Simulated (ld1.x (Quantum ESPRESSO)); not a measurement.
What one change does to a pseudopotential (Tb, TM)

Tb (Z = 65), norm-conserving Troullier–Martins (Kleinman–Bylander form), made with ld1.x (Quantum ESPRESSO) 7.5 (revPBE, non-relativistic). Core [Kr] 4d10, reference 4f9 5s2 5p6 5d0 6s2 6p0. Waves: 5s (bound): rc 1.70 bohr; 5p (bound): rc 2.10 bohr; 4f (bound): rc 1.30 bohr; 5d (bound, empty): rc 2.30 bohr. Local part: the d channel. Core correction: none.

Occupied shells without a wave of their own: 6s. They enter only through the test configuration that unscreens the potential.

Change: scalar-relativistic.

Cutoffs: the cutoffs (Ry, on a coarse ladder) from which the occupation-weighted sum of valence levels, in a spherical-Bessel basis at the reference potential, stays within 10 and 1 mRy of its value at 400 Ry; they do not see the model core or the augmentation charge, which bear on the density cutoff. Errors are all-electron minus pseudo energies relative to the spin-unpolarised reference configuration.

Question: What does the change do?

Answer: A bound ghost appears in s, which as a rule spoils a file; the miss of the reference levels goes from 0.08 to 0.28 eV; the number of tests that count goes from 7 to 6; of the 6 tests that both files solve, the error grows in 6 and shrinks in 0 by more than 15 % and 0.3 meV (median size 142.4 → 411.8 meV).

```tsv
quantity	base	changed
cutoff, loose	230 Ry	230 Ry
cutoff, tight	over 300 Ry	over 300 Ry
loose cutoff by channel (10 mRy a level)	s 40 Ry, p 12 Ry, f 230 Ry	s 45 Ry, p 12 Ry, f 200 Ry
bound ghosts	none	s
largest miss of a reference level, eV	0.08	0.28
tests counted (converged, no solver errors)	7 of 7	6 of 7
error for 4f9 5s2 5p6 5d0 6s1 6p0, meV [ΔE 5.70 → 6.08 eV]	+107	+377
error for 4f9 5s2 5p6 5d0 6s0 6p0, meV [ΔE 16.37 → 17.48 eV]	+298	+1015
error for 4f8 5s2 5p6 5d0 6s0 6p0, meV [ΔE 45.35 → 42.71 eV]	+231	+1731
error for 4f8 5s2 5p6 5d1 6s1 6p0, meV [ΔE 13.67 → 10.80 eV]	-177	+410
error for 4f9 5s2 5p6 5d0 6s1 6p1, meV [ΔE 2.13 → 2.57 eV]	+49	+413
error for 4f9 5s2 5p6 5d1 6s1 6p0, meV [ΔE 1.67 → 2.46 eV]	+62	+248
s: phases at 2.51 bohr within 0.05 rad from the reference energy up to (Ry; the scan ends near 5)	0.3	-0.5
p: phases at 2.51 bohr within 0.05 rad from the reference energy up to (Ry; the scan ends near 5)	1.1	0.1
d: phases at 2.51 bohr within 0.05 rad from the reference energy up to (Ry; the scan ends near 5)	3.8	3.9
f: phases at 2.51 bohr within 0.05 rad from the reference energy up to (Ry; the scan ends near 5)	1.2	1.4
```

Base: The 6s level has no wave, so the channel is fitted at the deeper level alone: the likely source of the large errors. Changed file: Tests not counted: 4f8 5s2 5p6 5d0 6s2 6p0 (solver errors, printed error -2969 eV). The 6s level has no wave, so the channel is fitted at the deeper level alone: the likely source of the large errors. A true bound ghost makes a file unfit for plane-wave use even where its test errors are small: the radial tests pick states by their node count and pass the ghost by. Where a test does run into it, the solver fails or the error is huge.
